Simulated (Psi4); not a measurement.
C₄H₁₁BrSi (SMILES CC[SiH](Br)CC), singlet, geometry from GFN2-xTB, atoms displaced at random by about 0.08 Å a coordinate; B3LYP/STO-3G, gradient (Psi4).

Input for Psi4:
```
memory 2 GB

molecule {
0 1
  Si    0.02185792    0.73647490    0.18069104
  Br   -0.19923075   -1.37826907    0.20380435
  C    -1.57381238    1.36606797   -1.00853838
  C    -2.78148873    0.82528016   -0.26210346
  C     1.83267296    1.09882094   -0.54791083
  C     2.87169307    0.81864789    0.34667636
  H    -0.14895784    1.23076340    1.50423225
  H    -1.45120955    2.55917635   -1.12661708
  H    -1.38243187    0.95680675   -1.88927865
  H    -3.10973374    1.27819251    0.65484261
  H    -2.82958173   -0.31559702   -0.30786141
  H    -3.70816322    1.31309521   -0.98807469
  H     1.74835314    2.36557524   -0.68764998
  H     1.74587860    0.85246792   -1.61989474
  H     2.72045919   -0.41241375    0.42059945
  H     2.72140120    1.25768704    1.15146068
  H     3.61038163    1.13242442   -0.07246751
symmetry c1
no_reorient
no_com
}

set basis sto-3g

gradient('b3lyp')
print_variables()
```

Task: Predict the main parts of the log of this Psi4 run.

Result: 
```
gradient() will perform analytic gradient computation.

   => Loading Basis Set <=

    Name: STO-3G
    Role: ORBITAL
    Keyword: BASIS

         ---------------------------------------------------------
                                   SCF
               by Justin Turney, Rob Parrish, Andy Simmonett
                          and Daniel G. A. Smith
                              RKS Reference
         ---------------------------------------------------------

  ==> Geometry <==

    Molecular point group: c1
    Full point group: C1

    Geometry (in Angstrom), charge = 0, multiplicity = 1:

       Center              X                  Y                   Z               Mass
    ------------   -----------------  -----------------  -----------------  -----------------
         SI           0.021857920000     0.736474900000     0.180691040000    27.976926534650
         BR          -0.199230750000    -1.378269070000     0.203804350000    78.918337600000
         C           -1.573812380000     1.366067970000    -1.008538380000    12.000000000000
         C           -2.781488730000     0.825280160000    -0.262103460000    12.000000000000
         C            1.832672960000     1.098820940000    -0.547910830000    12.000000000000
         C            2.871693070000     0.818647890000     0.346676360000    12.000000000000
         H           -0.148957840000     1.230763400000     1.504232250000     1.007825032230
         H           -1.451209550000     2.559176350000    -1.126617080000     1.007825032230
         H           -1.382431870000     0.956806750000    -1.889278650000     1.007825032230
         H           -3.109733740000     1.278192510000     0.654842610000     1.007825032230
         H           -2.829581730000    -0.315597020000    -0.307861410000     1.007825032230
         H           -3.708163220000     1.313095210000    -0.988074690000     1.007825032230
         H            1.748353140000     2.365575240000    -0.687649980000     1.007825032230
         H            1.745878600000     0.852467920000    -1.619894740000     1.007825032230
         H            2.720459190000    -0.412413750000     0.420599450000     1.007825032230
         H            2.721401200000     1.257687040000     1.151460680000     1.007825032230
         H            3.610381630000     1.132424420000    -0.072467510000     1.007825032230

  Running in c1 symmetry.

  Rotational constants: A =      0.06242  B =      0.04653  C =      0.02862 [cm^-1]
  Rotational constants: A =   1871.37145  B =   1395.01804  C =    858.05530 [MHz]
  Nuclear repulsion =  525.500996710536924

  Charge       = 0
  Multiplicity = 1
  Electrons    = 84
  Nalpha       = 42
  Nbeta        = 42

  ==> Algorithm <==

  SCF Algorithm Type is DF.
  DIIS enabled.
  MOM disabled.
  Fractional occupation disabled.
  Guess Type is SAD.
  Energy threshold   = 1.00e-08
  Density threshold  = 1.00e-08
  Integral threshold = 1.00e-12

  ==> Primary Basis <==

  Basis Set: STO-3G
    Blend: STO-3G
    Number of shells: 36
    Number of basis functions: 58
    Number of Cartesian functions: 59
    Spherical Harmonics?: true
    Max angular momentum: 2

  ==> DFT Potential <==

   => LibXC <=

    Version 7.1.2
    S. Lehtola, C. Steigemann, M. J. T. Oliveira, and M. A. L. Marques,  SoftwareX 7, 1–5 (2018) (10.1016/j.softx.2017.11.002)

   => Composite Functional: B3LYP <=

    B3LYP Hyb-GGA Exchange-Correlation Functional

    P. J. Stephens, F. J. Devlin, C. F. Chabalowski, and M. J. Frisch,  J. Phys. Chem. 98, 11623 (1994) (10.1021/j100096a001)

    Deriv               =              1
    GGA                 =           TRUE
    Meta                =          FALSE

    Exchange Hybrid     =           TRUE
    MP2 Hybrid          =          FALSE

   => Exchange Functionals <=

    0.0800   Slater exchange
    0.7200         Becke 88

   => Exact (HF) Exchange <=

    0.2000               HF

   => Correlation Functionals <=

[...]
  @DF-RKS Final Energy: -2989.17139387475436
    Total Energy =                      -2989.1713938747543580
[...]
         H            3.610381630000     1.132424420000    -0.072467510000     1.007825032230

  Nuclear repulsion =  525.500996710536924

  ==> Basis Set <==

  Basis Set: STO-3G
    Blend: STO-3G
    Number of shells: 36
    Number of basis functions: 58
    Number of Cartesian functions: 59
    Spherical Harmonics?: true
    Max angular momentum: 2

  ==> DFJKGrad: Density-Fitted SCF Gradients <==

    Gradient:                    1
    J tasked:                  Yes
    K tasked:                  Yes
    wK tasked:                  No
    Integrals threads:           1
    Schwarz Cutoff:          1E-12
    Fitting Condition:       1E-10

   => Auxiliary Basis Set <=

  Basis Set: (STO-3G AUX)
    Blend: DEF2-UNIVERSAL-JKFIT
    Number of shells: 264
    Number of basis functions: 892
    Number of Cartesian functions: 1102
    Spherical Harmonics?: true
    Max angular momentum: 5

  ==> DFT Potential <==

   => LibXC <=

    Version 7.1.2
    S. Lehtola, C. Steigemann, M. J. T. Oliveira, and M. A. L. Marques,  SoftwareX 7, 1–5 (2018) (10.1016/j.softx.2017.11.002)

   => Composite Functional: B3LYP <=

    B3LYP Hyb-GGA Exchange-Correlation Functional

    P. J. Stephens, F. J. Devlin, C. F. Chabalowski, and M. J. Frisch,  J. Phys. Chem. 98, 11623 (1994) (10.1021/j100096a001)

    Deriv               =              1
    GGA                 =           TRUE
    Meta                =          FALSE

    Exchange Hybrid     =           TRUE
    MP2 Hybrid          =          FALSE

   => Exchange Functionals <=

    0.0800   Slater exchange
    0.7200         Becke 88

   => Exact (HF) Exchange <=

    0.2000               HF

   => Correlation Functionals <=

    0.1900   Vosko, Wilk & Nusair (VWN5_RPA)
    0.8100   Lee, Yang & Parr

   => LibXC Density Thresholds  <==

    XC_HYB_GGA_XC_B3LYP:  1.00E-15

   => Molecular Quadrature <=

    Radial Scheme          =       TREUTLER
    Pruning Scheme         =           NONE
    Nuclear Scheme         =       TREUTLER

    Blocking Scheme        =         OCTREE
    BS radius alpha        =              1
    Pruning alpha          =              1
    Radial Points          =             75
    Spherical Points       =            302
    Total Points           =         357269
    Total Blocks           =           2688
    Max Points             =            256
    Max Functions          =             53
    Weights Tolerance      =       1.00E-15

  -Total Gradient:
     Atom            X                  Y                   Z
    ------   -----------------  -----------------  -----------------
       1        0.004049382614    -0.054210956760     0.061704248050
       2        0.003080899997     0.052580670470    -0.005312439929
       3       -0.082056462842    -0.092991299892    -0.148641236970
       4        0.101140496651    -0.021912734154     0.105476655930
       5        0.182729986105    -0.158114225366     0.074108537938
       6        0.120915710174     0.286289138397     0.031750959326
       7       -0.000953618118    -0.006634168571    -0.013039560418
       8        0.017837940505     0.061454430077    -0.009927525950
       9       -0.008167121350     0.050501167929     0.104187920248
      10       -0.016532225819    -0.001288723698    -0.031006681845
      11        0.000832897290    -0.031545004812    -0.008041122850
      12       -0.046145333269     0.047990115505    -0.042992062652
      13       -0.007283307087     0.075169861140    -0.011676352930
      14       -0.025094888496     0.021889052496    -0.006939748369
      15       -0.038441412374    -0.072582360597    -0.012345188528
      16        0.030011581282    -0.089453852014    -0.191045409227
      17       -0.236068754354    -0.067046522692     0.103638563196

  Variable Map:
  ----------------------------------------------------------------------------
[...]
  Array Variable Map:
  ----------------------------------------------------------------------------
[...]
[...]
```
